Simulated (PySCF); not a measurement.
# Reading the logs of faulty runs: CH5OSi anion

All numbers below are calculated, not measured. The program is PySCF 2.14.0, an open-source quantum chemistry code, run on an isolated molecule that a program drew, which may never have been made. The molecule is CH5OSi anion (charge -1, singlet), drawn as the SMILES string `C[SiH-]O`.

Each row is a Hartree-Fock (HF) and frozen-core CCSD(T) single point in the aug-cc-pV(D+d)Z basis, meant for a local HF minimum. Run 1 is clean. Each other run has one planted mistake out of seven kinds, and not every kind appears here: one electron removed, one electron added, multiplicity raised by two, geometry at a saddle point, minimal basis STO-3G, one bond length entered in bohr, all coordinates scaled. The reference is restricted for singlets and unrestricted otherwise, and also for a bond in bohr. Adding or removing an electron swaps singlet and doublet. Electrons count all cores. HOMO and LUMO are orbital energies over both spins, the gradient is its largest component, and the lowest frequency (negative if imaginary) is given only where the gradient is small. Bond lengths are over the 7 bonds as drawn. T1 is the CCSD diagnostic: over 0.02 (restricted) or 0.045 (unrestricted) a single reference is doubtful.

Geometry of the clean run:
```xyz
8
CH5OSi anion, angstrom
C    -1.0521    1.1392   -0.0198
Si   -0.5374   -0.0197    1.4821
O     0.8948   -0.7802    0.8062
H    -1.0456    0.6247   -0.9924
H    -2.0659    1.5309    0.1386
H    -0.3789    2.0010   -0.0959
H    -1.5816   -1.1311    1.1695
H     0.7410   -1.1609   -0.0423
```

| run | electrons | basis functions | <S^2> | HOMO (eV) | LUMO (eV) | gradient (hartree/bohr) | lowest frequency (cm^-1) | mean bond (Å) | longest bond (Å) | T1 | HF (hartree) | CCSD(T) (hartree) | mistake |
|---|---|---|---|---|---|---|---|---|---|---|---|---|---|
| 1 | 34 | 123 | 0.000 | -1.74 | 3.93 | 1.5e-05 | 197 | 1.3595 | 1.966 | 0.0144 | -404.59965 | -405.13448 | no fault |
| 2 | 34 | 123 | 2.004 | 0.89 | 3.30 | 8.7e-02 | - | 1.3595 | 1.966 | 0.0457 | -404.54542 | -405.05306 | multiplicity raised by two |
| 3 | 34 | 24 | 0.000 | 2.70 | 20.89 | 6.3e-02 | - | 1.3595 | 1.966 | 0.0082 | -399.56870 | -399.72258 | minimal basis STO-3G |
| 4 | 33 | 123 | 0.754 | -10.37 | 0.16 | 8.8e-02 | - | 1.3595 | 1.966 | 0.0147 | -404.57868 | -405.07656 | ? |
| 5 | 34 | 123 | 0.670 | -1.87 | 3.88 | 2.0e-02 | - | 1.4989 | 2.072 | 0.0610 | -404.48016 | -405.01493 | ? |

**Which mistake was planted in run 4, and what did it cost?**

It counts 33 electrons, one fewer than the clean run, at the same geometry and basis. So the mistake is: one electron removed. Subtracting run 1 and multiplying by 627.51 kcal/mol a hartree, the energy moved by 13.2 kcal/mol in HF and 36.3 kcal/mol in CCSD(T).

**Which mistake was planted in run 5, and what did it cost?**

The mean bond changes by a factor of 1.103 and the longest by 1.054, so the molecule wasn't scaled as a whole. A length L in bohr read as angstrom grows by (1/0.5292 - 1) L = 0.890 L. The 7 bonds together grew by 7 x 0.1394 = 0.976 Å, which gives L = 1.097 Å. That is the length of one of the C-H bonds, 1.096 Å in the clean geometry. So the mistake is: one bond length entered in bohr. Subtracting run 1 and multiplying by 627.51 kcal/mol a hartree, the energy moved by 75.0 kcal/mol in HF and 75.0 kcal/mol in CCSD(T).

Cautions from the logs. Run 2: T1 is over the limit, so its CCSD(T) energy is less reliable and the HOMO is above zero, so the electron isn't bound and the energy depends on the basis; run 3: the HOMO is above zero, so the electron isn't bound and the energy depends on the basis; run 5: T1 is over the limit, so its CCSD(T) energy is less reliable.
